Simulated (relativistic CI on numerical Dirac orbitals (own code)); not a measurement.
Method of calculation: Dirac-Coulomb-Breit CI, orbitals from a KLI potential per configuration, QED by a radiative potential, unscaled Slater integrals (own radial code, finite nucleus).

The strongest absorption lines from the ground level of an ion, among the configurations computed and to levels below about 340 eV (vacuum wavelength in nm, gf): 3.7763 (0.74), 7.7663 (6.8), 7.9100 (0.71), 8.1290 (1.6), 8.1671 (8.4), 9.6770 (0.48), 10.211 (0.53), 10.419 (0.49).

(1) Which ion is it?
A. Sm XXVI
B. Ba XX
C. Nd XXIV
D. Ce XXII

Answers

(1) C. Nd XXIV has 37 electrons and the ground level 4s2 4p6 4d 2D_3/2; the strongest line goes to 4s2 4p5 4d2 2F°_5/2. The pattern of lines fixes the number of electrons, and along that sequence the line energies rise steadily with the charge (about as its square where n changes within one kind of shell, about linearly where n is kept but much faster in heavy ions where fine structure, which grows about as Z⁴, sets the gap, and irregularly where shells cross), which fixes Z. Configurations outside the model, such as inner-shell arrays, can give stronger lines. At this charge energies of transitions that change n are usually good to better than 1 %, and those within a shell (Δn = 0) to a few per cent.

LS names give the leading component of a level, which can be under half, so a name can repeat, a term be missing and a line seem to break the LS rules.
